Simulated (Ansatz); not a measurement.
`[SiH3][NH][SbH2]`, 9 atoms. Total charge 0; spin multiplicity 1. Correlated methods include outer-core shells of Sb, which these sets cover unevenly. Sb: def2 effective core potential. All runs use 2 threads of an Arm Neoverse V1 on a shared host. Correlated methods freeze the cores.

Question: How many basis functions does each run have, and how long does it take in Ansatz? direct RPA on PBE orbitals/def2-TZVPP energy; RKS r2SCAN0-D4/def2-TZVPP energy; RKS PBE0-D4/def2-SVP energy; RHF-MP2/def2-QZVPP energy; RKS PBE0-D4/def2-TZVP frequencies; RKS CAM-B3LYP-D4/def2-TZVPP energy; RKS revPBE-D4/def2-TZVPP energy; RKS PBE0-D4/def2-QZVPP energy; RKS PBE0-D4/def2-TZVP relaxation (10 steps); RHF-CCSD(T)/def2-TZVPP energy; RKS PBE0-D4/def2-TZVPP energy; RKS ωB97M-V/def2-SVP energy. (Estimate.)

Answer: Ansatz gave: Other jobs shared the machine, so times are rough.

```tsv
level	job	functions	wall time	peak host memory (GiB)
RKS PBE0-D4/def2-SVP	energy	88	1.7 s	0.17
RKS revPBE-D4/def2-TZVPP	energy	207	2.8 s	0.23
RKS PBE0-D4/def2-TZVPP	energy	207	4.1 s	0.44
RKS CAM-B3LYP-D4/def2-TZVPP	energy	207	4.6 s	0.49
RKS r2SCAN0-D4/def2-TZVPP	energy	207	7.5 s	0.46
RKS ωB97M-V/def2-SVP	energy	88	8 s	0.26
direct RPA on PBE orbitals/def2-TZVPP	energy	207	8 s	0.47
RKS PBE0-D4/def2-QZVPP	energy	389	12 s	1.1
RHF-MP2/def2-QZVPP	energy	389	23 s	1.8
RKS PBE0-D4/def2-TZVP	relaxation (10 steps)	154	44 s	0.34
RHF-CCSD(T)/def2-TZVPP	energy	207	2.4 min	2.9
RKS PBE0-D4/def2-TZVP	frequencies	154	2.7 min	0.35
```
